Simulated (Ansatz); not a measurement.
Steps of a relaxation of C3H5AlO4 (`[OH][Al-]1([OH])[O]C=CC=[O+]1`) with RKS PBE-D4/def2-SVP.

```sh
$ ansatz run in.yaml --threads 4 --pin off --events-out ev --progress --plain --max-ram 11315MiB
```

```yaml
crystal:
  periodic: [false, false, false]
  atoms:
    - {symbol: O, position_ang: [0.905300, 1.168200, 2.321900]}
    - {symbol: Al, position_ang: [1.029000, 0.448900, 0.649700]}
    - {symbol: O, position_ang: [2.763400, 0.331600, 0.147100]}
    - {symbol: O, position_ang: [0.139100, 1.396800, -0.608100]}
    - {symbol: C, position_ang: [-0.997700, 0.778900, -1.303200]}
    - {symbol: C, position_ang: [-1.391400, -0.472800, -1.103700]}
    - {symbol: C, position_ang: [-0.739000, -1.457100, -0.157700]}
    - {symbol: O, position_ang: [0.255900, -1.185500, 0.590800]}
    - {symbol: H, position_ang: [-0.114600, 1.227900, 2.523000]}
    - {symbol: H, position_ang: [3.163900, -0.392500, 0.752700]}
    - {symbol: H, position_ang: [-1.549200, 1.388800, -1.983800]}
    - {symbol: H, position_ang: [-2.210200, -0.838800, -1.670000]}
    - {symbol: H, position_ang: [-1.234200, -2.429200, -0.143800]}
basis:
  gaussian: {orbitals: def2-SVP}
hamiltonian: {xc: pbe, dispersion: d4}
relax: {f_tol: 0.03, max_steps: 200}
```

Positions (Å) and forces (eV/Å) along the path, 11 of 12 steps:

```xyz
13
step=1 energy=-17954.4663 eV
O     0.905    1.168    2.322   -2.849   -0.722   -1.091
Al    1.029    0.449    0.650    2.815    2.028    1.396
O     2.763    0.332    0.147   -0.740   -1.734    1.501
O     0.139    1.397   -0.608   -4.419   -1.961   -2.738
C    -0.998    0.779   -1.303    5.274    3.426    3.064
C    -1.391   -0.473   -1.104    1.413   -3.868    2.630
C    -0.739   -1.457   -0.158   -0.902    2.808   -1.716
O     0.256   -1.185    0.591   -1.171   -1.281   -0.442
H    -0.115    1.228    2.523    2.486   -0.001   -0.216
H     3.164   -0.393    0.753   -0.576    1.522   -1.230
H    -1.549    1.389   -1.984   -0.278    1.212   -0.799
H    -2.210   -0.839   -1.670   -1.184   -0.612   -0.702
H    -1.234   -2.429   -0.144    0.131   -0.818    0.341
13
step=2 energy=-17955.5224 eV
O     0.862    1.133    2.307   -1.138   -0.372   -1.005
Al    1.053    0.474    0.654    1.764    0.914    1.112
O     2.729    0.261    0.083   -0.607   -0.746    1.212
O     0.085    1.374   -0.597   -2.711   -1.295   -1.655
C    -0.967    0.790   -1.252    3.090    2.096    1.437
C    -1.384   -0.498   -1.081    0.090   -1.846    1.221
C    -0.780   -1.432   -0.144   -0.498    1.040   -1.562
O     0.215   -1.162    0.595   -0.392   -0.629    0.143
H    -0.108    1.242    2.511    1.064   -0.024    0.008
H     3.186   -0.326    0.755   -0.356    0.782   -0.898
H    -1.454    1.440   -1.991   -0.128    0.252   -0.143
H    -2.229   -0.866   -1.662   -0.264   -0.081   -0.209
H    -1.189   -2.465   -0.162    0.086   -0.092    0.338
13
step=3 energy=-17955.6173 eV
O     0.820    1.138    2.271    0.609   -0.035   -0.409
Al    1.083    0.486    0.693    0.120   -0.384    0.168
O     2.685    0.286    0.079   -0.082   -0.059    0.210
O     0.029    1.297   -0.598    3.146    1.412    1.940
C    -0.873    0.774   -1.243   -3.115   -0.533   -1.795
C    -1.370   -0.534   -1.088   -0.202   -0.274   -1.269
C    -0.742   -1.457   -0.258   -1.307   -0.608    2.170
O     0.188   -1.170    0.585    0.348   -0.127   -0.467
H    -0.097    1.214    2.532   -0.679    0.115    0.414
H     3.213   -0.252    0.698    0.164    0.111   -0.173
H    -1.383    1.500   -1.932   -0.177   -0.487   -0.158
H    -2.234   -0.870   -1.692    0.279    0.166    0.080
H    -1.298   -2.447   -0.033    0.895    0.705   -0.713
13
step=4 energy=-17955.9424 eV
O     0.834    1.139    2.290   -0.578   -0.082   -0.126
Al    1.083    0.425    0.719   -0.051    0.163    0.459
O     2.686    0.281    0.086    0.235   -0.406    0.523
O     0.063    1.265   -0.582    0.225    0.170    0.055
C    -0.899    0.765   -1.252   -0.313   -0.039   -0.163
C    -1.401   -0.547   -1.132    0.072    0.020   -0.102
C    -0.837   -1.445   -0.207   -0.136   -0.174    0.369
O     0.138   -1.193    0.593   -0.167   -0.087   -0.220
H    -0.062    1.300    2.668    0.754   -0.170   -0.336
H     3.350   -0.159    0.664   -0.401    0.373   -0.425
H    -1.383    1.465   -1.968   -0.054   -0.057   -0.089
H    -2.246   -0.873   -1.765    0.196    0.091    0.152
H    -1.306   -2.459   -0.100    0.219    0.199   -0.097
13
step=5 energy=-17955.9259 eV rejected
O     0.904    1.124    2.297   -0.273    0.400    0.829
Al    0.991    0.428    0.763    0.344   -0.418   -0.817
O     2.534    0.155    0.057    0.105   -0.054    0.002
O     0.037    1.317   -0.567   -0.206    0.331   -0.131
C    -0.893    0.799   -1.284    0.295   -0.611    0.498
C    -1.328   -0.532   -1.132   -1.115   -0.341   -0.792
C    -0.871   -1.455   -0.180    0.508    0.541   -0.050
O     0.040   -1.181    0.674    0.139   -0.072    0.398
H     0.084    1.299    2.781    0.109    0.001    0.015
H     3.299   -0.046    0.617   -0.017    0.054   -0.026
H    -1.375    1.435   -2.065    0.170    0.000    0.156
H    -2.136   -0.886   -1.797    0.104    0.111   -0.013
H    -1.265   -2.493   -0.149   -0.164    0.058   -0.069
13
step=6 energy=-17955.9898 eV
O     0.864    1.138    2.297   -0.056   -0.004    0.001
Al    1.048    0.426    0.740   -0.028    0.011    0.082
O     2.618    0.210    0.070    0.085   -0.109    0.130
O     0.035    1.298   -0.562    0.131    0.049    0.039
C    -0.899    0.767   -1.257   -0.073    0.017   -0.041
C    -1.379   -0.545   -1.135   -0.047   -0.022   -0.071
C    -0.853   -1.444   -0.190   -0.006   -0.064    0.100
O     0.090   -1.186    0.641   -0.061    0.039   -0.097
H     0.006    1.297    2.721    0.111   -0.030   -0.039
H     3.345   -0.100    0.636   -0.121    0.118   -0.115
H    -1.376    1.423   -2.017    0.026    0.088   -0.022
H    -2.196   -0.849   -1.804    0.031   -0.135    0.072
H    -1.281   -2.471   -0.125    0.007    0.043   -0.039
13
step=7 energy=-17956.0055 eV
O     0.899    1.135    2.311   -0.005   -0.011   -0.027
Al    1.030    0.415    0.755    0.004   -0.001    0.017
O     2.582    0.163    0.061    0.080   -0.060    0.061
O     0.029    1.290   -0.553   -0.017    0.007   -0.011
C    -0.895    0.764   -1.268    0.009    0.000    0.010
C    -1.379   -0.550   -1.153    0.008    0.009   -0.010
C    -0.875   -1.442   -0.189    0.002    0.007    0.025
O     0.048   -1.179    0.660   -0.033    0.008   -0.018
H     0.059    1.288    2.766    0.013   -0.006    0.016
H     3.354   -0.001    0.626   -0.064    0.059   -0.056
H    -1.347    1.429   -2.038    0.006    0.019   -0.003
H    -2.179   -0.880   -1.830   -0.002   -0.034    0.005
H    -1.305   -2.467   -0.132   -0.002    0.004   -0.009
13
step=8 energy=-17956.0101 eV
O     0.947    1.134    2.316   -0.028    0.038    0.015
Al    1.012    0.398    0.764    0.027    0.005    0.063
O     2.549    0.069    0.057   -0.087    0.004    0.061
O     0.007    1.292   -0.533   -0.040   -0.028   -0.029
C    -0.892    0.762   -1.279    0.045   -0.017   -0.014
C    -1.368   -0.558   -1.180   -0.018   -0.025    0.016
C    -0.911   -1.433   -0.178    0.004    0.012   -0.100
O    -0.041   -1.149    0.718    0.113   -0.031   -0.020
H     0.138    1.257    2.833    0.053   -0.013   -0.034
H     3.353    0.146    0.593   -0.045    0.003   -0.031
H    -1.321    1.424   -2.065    0.010    0.001    0.024
H    -2.128   -0.911   -1.890    0.011    0.028    0.009
H    -1.325   -2.466   -0.142   -0.045    0.025    0.038
13
step=10 energy=-17956.0131 eV
O     0.937    1.136    2.316   -0.009    0.003   -0.019
Al    1.012    0.399    0.765    0.023    0.016    0.047
O     2.549    0.092    0.057   -0.013   -0.018    0.017
O     0.014    1.288   -0.536   -0.040   -0.024   -0.060
C    -0.884    0.758   -1.283   -0.024    0.040    0.062
C    -1.365   -0.559   -1.180    0.043   -0.038   -0.020
C    -0.898   -1.439   -0.187   -0.113    0.029    0.044
O    -0.009   -1.166    0.695    0.032   -0.030   -0.039
H     0.126    1.259    2.829    0.013   -0.006   -0.004
H     3.349    0.132    0.600    0.012    0.013   -0.008
H    -1.323    1.426   -2.058    0.027   -0.011   -0.003
H    -2.141   -0.903   -1.878    0.010    0.007    0.003
H    -1.347   -2.457   -0.123    0.040    0.020   -0.019
13
step=11 energy=-17956.0152 eV
O     0.935    1.144    2.310   -0.003    0.003    0.004
Al    1.014    0.390    0.769    0.002   -0.006    0.000
O     2.550    0.055    0.075    0.003    0.001    0.001
O     0.019    1.281   -0.539    0.001   -0.005    0.009
C    -0.883    0.757   -1.282    0.009    0.010   -0.014
C    -1.369   -0.558   -1.181   -0.013   -0.008    0.022
C    -0.910   -1.438   -0.184    0.002    0.004   -0.037
O    -0.011   -1.172    0.689    0.002    0.002    0.021
H     0.130    1.246    2.837    0.004   -0.001   -0.003
H     3.362    0.189    0.586   -0.005    0.006   -0.003
H    -1.312    1.425   -2.063    0.001   -0.002   -0.004
H    -2.147   -0.898   -1.878   -0.003    0.001    0.002
H    -1.358   -2.455   -0.123   -0.001   -0.003    0.001
13
step=12 energy=-17956.0154 eV
O     0.935    1.141    2.311   -0.001    0.001    0.000
Al    1.014    0.385    0.770    0.002   -0.003    0.003
O     2.551    0.047    0.080   -0.003    0.001    0.000
O     0.023    1.277   -0.538    0.003    0.000   -0.010
C    -0.881    0.756   -1.283   -0.004    0.003    0.012
C    -1.375   -0.556   -1.177    0.005   -0.006   -0.001
C    -0.912   -1.439   -0.186   -0.009    0.002    0.007
O    -0.012   -1.176    0.689    0.004    0.001   -0.009
H     0.130    1.247    2.835    0.000    0.001    0.000
H     3.363    0.209    0.582    0.000    0.002    0.000
H    -1.304    1.423   -2.068    0.001    0.001    0.002
H    -2.155   -0.893   -1.872    0.005   -0.001   -0.003
H    -1.357   -2.457   -0.128   -0.003   -0.001    0.000
```

Run time 28 s (4 threads of an Arm Neoverse V2 on a shared host); peak host memory 0.2 GiB.
